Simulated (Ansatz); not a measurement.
```yaml
crystal:
  periodic: [false, false, false]
  atoms:
    - {symbol: C, position_ang: [-0.684489, 3.354705, 2.167053]}
    - {symbol: N, position_ang: [1.034546, 2.859828, -0.139037]}
    - {symbol: Ga, position_ang: [1.067111, -1.125956, -1.740693]}
    - {symbol: O, position_ang: [-1.296137, -4.057998, -0.095113]}
    - {symbol: Cl, position_ang: [3.903764, -2.328408, -5.578544]}
    - {symbol: H, position_ang: [-0.760612, 5.684756, 3.169007]}
    - {symbol: H, position_ang: [-2.164656, 1.638585, 3.316776]}
    - {symbol: H, position_ang: [-1.099528, -6.025511, -1.099449]}
basis:
  gaussian: {orbitals: def2-mTZVPP}
hamiltonian: {xc: {name: RPBE}}
output: {forces: true}
```

```sh
$ ansatz run in.yaml --threads 4 --pin off --events-out ev --progress --plain --max-ram 10444MiB
```

Output, abridged:

```
Functional definition: RPBE
1300 factors; their error is unknown
mean field evaluation 1: about -69383.3974 eV, gradient 1.7e2 eV
mean field evaluation 2: about -68153.9336 eV, gradient 3.2e2 eV
mean field evaluation 4: about -64767.2094 eV, gradient 8.3e2 eV
mean field evaluation 8: about -69491.3380 eV, gradient 2.1e1 eV
mean field evaluation 16: about -69493.2845 eV, gradient 7.7e0 eV
mean field evaluation 32: about -69493.4471 eV, gradient 9.2e-2 eV
mean field evaluation 96: about -69493.4528 eV, gradient 8.0e-2 eV
mean field evaluation 128: about -69493.4327 eV, gradient 1.9e0 eV
mean field evaluation 224: about -69493.4531 eV, gradient 2.9e-2 eV
mean field evaluation 288: about -69493.4536 eV, gradient 4.4e-9 eV
mean field -69493.45409812 eV, -2553.8373337508 hartree, gradient 6.0e-9 eV, S^2 0.000000; 10 other end points of the search recorded, 0 dependent functions left out
reference -69493.45415686 eV, -2553.8373359096 hartree; 36, 36 occupied and 109, 109 virtual orbitals, 1300 factors
Total energy: -69493.45415686 eV, -2553.8373359096 hartree
Atom 0 at    -0.684489     3.354705     2.167053 Å, force     0.015140     0.146830     0.025278 eV/Å
Atom 1 at     1.034546     2.859828    -0.139037 Å, force    -0.931530     0.063082     1.183120 eV/Å
Atom 2 at     1.067111    -1.125956    -1.740693 Å, force    -0.082877    -0.171896     0.021224 eV/Å
Atom 3 at    -1.296137    -4.057998    -0.095113 Å, force     0.429475    -1.926927    -1.270430 eV/Å
Atom 4 at     3.903764    -2.328408    -5.578544 Å, force    -0.157478     0.067501     0.213706 eV/Å
Atom 5 at    -0.760612     5.684756     3.169007 Å, force     0.030778    -1.453139    -0.604225 eV/Å
Atom 6 at    -2.164656     1.638585     3.316776 Å, force     0.894466     1.041880    -0.685935 eV/Å
Atom 7 at    -1.099528    -6.025511    -1.099449 Å, force    -0.197974     2.232669     1.117262 eV/Å
Dipole moment:    -0.513107     0.322605     0.738900 e Å
```

(1) What is wrong with this run?

Results:

(1) The geometry is stretched to more than twice its size. The run converged. The result belongs to that input, not to the molecule as meant.
